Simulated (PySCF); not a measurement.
Work out the structure from these simulated measurements.

Formula: CH3BCl2S.

| Property | Result |
| --- | --- |
| 13C NMR | chemical shifts (computed TMS as zero) by class: 19.4 (1 C) ppm [GIAO B3LYP/pcSseg-1] |
| NMR, other nuclei | isotropic shieldings of nuclei other than C and H, by class: 38 (1 B), 435 (1 S), 702 (2 Cl) ppm [GIAO B3LYP/pcSseg-1] |
| 1H NMR | chemical shifts (computed TMS as zero) by class: 2.19 (3 H) ppm [GIAO B3LYP/pcSseg-1] |
| UV, first state | lowest singlet excitation: 5.88 eV (211 nm, f = 0.199) [TDDFT wB97X-D/def2-SVPD] |
| Polarisability | 74.3 au [wB97X-D/def2-SVPD] |
| Triplet | lowest triplet excitation (Tamm–Dancoff): 4.67 eV [TDA wB97X-D/def2-SVPD] |
| Dipole | 2.32 D [wB97X-D/def2-SVPD] |
| Rotational structure | rotational constants A, B, C: 3.032, 1.873, 1.166 GHz [PBE0-D3(BJ)/def2-SVP] |

Gas-phase values; electronic properties from PySCF, density fitting. Levels stand in brackets. The structure is a single PBE0-D3(BJ)/def2-SVP conformer in the gas phase; no vibrational or solvent corrections. NMR values are class means; diastereotopic atoms form classes of their own.

Q: Propose a structure and show how it fits.

A: The one carbon: carbon bonded to S and 3 H (19.4 ppm). All hydrogens form one class (2.19 ppm): hydrogen on carbon. The other shieldings belong to: 38 ppm, boron bonded to 2 Cl and S; 435 ppm, sulfur bonded to B and C; 702 ppm, chlorine bonded to B. The optimised geometry has point group Cs and is an asymmetric top. Structure: BCl2(SMe) (`CSB(Cl)Cl`). The assignments are read from this structure; whether some other isomer fits the data as well wasn't checked.
